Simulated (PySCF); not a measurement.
Mayer bond orders and bond lengths

C10H6O2.
SMILES with atom numbers: `[CH:1]#[C:2][c:3]1[cH:4][cH:5][cH:6][c:7]2[c:8]1[C:9](=[O:10])[O:11][CH2:12]2` (hydrogens: H13 on C1; H14 on C4; H15 on C5; H16 on C6; H17, H18 on C12)

Geometry (GFN2-xTB, Å), atoms numbered from 1 in this order:
```xyz
18
C10H6O2 angstrom
C     -3.0817    1.9451   -0.2621
C     -2.2046    1.1310   -0.1645
C     -1.1956    0.1515   -0.0447
C     -1.5088   -1.2038    0.0883
C     -0.5139   -2.1597    0.2104
C      0.8314   -1.8118    0.2040
C      1.1474   -0.4749    0.0708
C      0.1575    0.4940   -0.0508
C      0.8193    1.8094   -0.1692
O      0.3401    2.9005   -0.2885
O      2.1623    1.5986   -0.1191
C      2.4701    0.2226    0.0274
H     -3.8302    2.6750   -0.3487
H     -2.5465   -1.5020    0.0958
H     -0.7911   -3.1986    0.3134
H      1.6017   -2.5611    0.3004
H      3.0852   -0.0948   -0.8224
H      3.0488    0.0854    0.9479
```

Bond orders from the PBE0/pcSseg-1 density (PySCF). Geometry: GFN2-xTB; no solvent, vibrations or thermal averaging.

Task: Where do the orders between heavy atoms depart from those drawn in the SMILES?

Result: The largest departure is 0.716, at C1–C2 (drawn triple, 2.284), counting aromatic bonds as 1.5. Drawn double or triple, more than 0.30 short of the drawn order: C1–C2 (2.284). The bonds drawn aromatic range from 1.26 to 1.45.

Task: Give the Mayer order of every bond between heavy atoms, beside its length.

Result: 
```json
{"bond": "C1–C2", "drawn as": "triple", "length (Å)": "1.201", "Mayer order": "2.284"}
{"bond": "C2–C3", "drawn as": "single", "length (Å)": "1.411", "Mayer order": "1.002"}
{"bond": "C3–C4", "drawn as": "aromatic", "length (Å)": "1.397", "Mayer order": "1.431"}
{"bond": "C4–C5", "drawn as": "aromatic", "length (Å)": "1.385", "Mayer order": "1.452"}
{"bond": "C5–C6", "drawn as": "aromatic", "length (Å)": "1.390", "Mayer order": "1.423"}
{"bond": "C6–C7", "drawn as": "aromatic", "length (Å)": "1.380", "Mayer order": "1.403"}
{"bond": "C7–C8", "drawn as": "aromatic", "length (Å)": "1.390", "Mayer order": "1.337"}
{"bond": "C8–C9", "drawn as": "single", "length (Å)": "1.477", "Mayer order": "1.012"}
{"bond": "C9–O10", "drawn as": "double", "length (Å)": "1.198", "Mayer order": "2.003"}
{"bond": "C9–O11", "drawn as": "single", "length (Å)": "1.360", "Mayer order": "1.035"}
{"bond": "O11–C12", "drawn as": "single", "length (Å)": "1.418", "Mayer order": "0.899"}
{"bond": "C8–C3", "drawn as": "aromatic", "length (Å)": "1.396", "Mayer order": "1.264"}
{"bond": "C12–C7", "drawn as": "single", "length (Å)": "1.496", "Mayer order": "1.037"}
```

Bonds between the same two heavy elements. C–C: lowest C2–C3 (1.002, 1.411 Å), highest C1–C2 (2.284, 1.201 Å); in 6 of the 45 pairs the longer bond (by over 0.003 Å) has the higher order (by 0.02 or more). C–O: lowest O11–C12 (0.899, 1.418 Å), highest C9–O10 (2.003, 1.198 Å).

Task: And the bonds to hydrogen?

Result: C–H: 0.92 to 1.16 (6 bonds).

Task: Sum the orders of all bonds at each heavy atom with more than one neighbour and set the sums beside the valence in the SMILES.

Result: C1 3.441 (drawn 4), C2 3.286 (drawn 4), C3 3.697 (drawn 4), C4 3.852 (drawn 4), C5 3.832 (drawn 4), C6 3.809 (drawn 4), C7 3.777 (drawn 4), C8 3.613 (drawn 4), C9 4.050 (drawn 4), O11 1.934 (drawn 2), C12 3.784 (drawn 4). Orders between atoms that aren't bonded are not in these sums.

The Mayer order sums products of elements of PS (density times overlap matrix) between the two atoms' basis functions, so it depends on the basis set.
